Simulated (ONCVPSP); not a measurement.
## Cd: excitation energies, all-electron against ONCV

ONCVPSP 4.0.1 input, shortened (lines: element, Z, core and valence counts, functional; n l f; lmax; l rc ep ncon nbas qcut; lloc lpopt rc5 dvloc0; l nproj debl; icmod fcfact rcfact), PBE, fully relativistic:

```
  Cd 48.00    6    4        4      upf
    1    0    2.00
    2    0    2.00
    2    1    6.00
    3    0    2.00
    3    1    6.00
    3    2   10.00
    4    0    2.00
    4    1    6.00
    4    2   10.00
    5    0    2.00
    2
    0    1.40    0.00    4    7   10.70
    1    1.40    0.00    4    8    8.80
    2    1.40    0.00    4    8   12.60
    2    5    1.40    0.00
    0    3    2.60
    1    2    3.30
    2    0    3.80
    0    0.00    0.00
```

Open shells are filled in proportion to 2j + 1.

Energies are relative to the spin-unpolarised reference configuration 4s2 4p6 4d10 5s2; without spin polarisation the order of configurations can differ from experiment. The d channel is local and has no spin–orbit splitting in the pseudo-atom.

```
valence configuration  charge  ΔE all-electron (eV)  error AE − PS (meV)
     4s2 4p6 4d10 5s1      +1                 9.274                  0.0
     4s2 4p6 4d10 5s0      +2                26.401                 -0.8
```

Problem. What are ΔE and the potential's error for 4s2 4p6 4d8 5s0?

Solution. ΔE = 118.464 eV all-electron; the error (AE − PS) is +20 meV.

Problem. What are ΔE and the potential's error for 4s2 4p6 4d9 5s0?

Solution. ΔE = 64.408 eV all-electron; the error (AE − PS) is +4.1 meV.

Levels in the configuration 4s2 4p6 4d10 5s1:

| level | all-electron (eV) | pseudo (eV) |
| --- | --- | --- |
| 4s j=1/2 | -114.685 | -114.690 |
| 4p j=3/2 | -73.982 | -73.984 |
| 4p j=1/2 | -79.799 | -79.802 |
| 4d j=5/2 | -20.228 | -20.507 |
| 4d j=3/2 | -20.932 | -20.507 |
| 5s j=1/2 | -13.057 | -13.057 |

The potential misses its own reference levels by up to 0.4 eV.
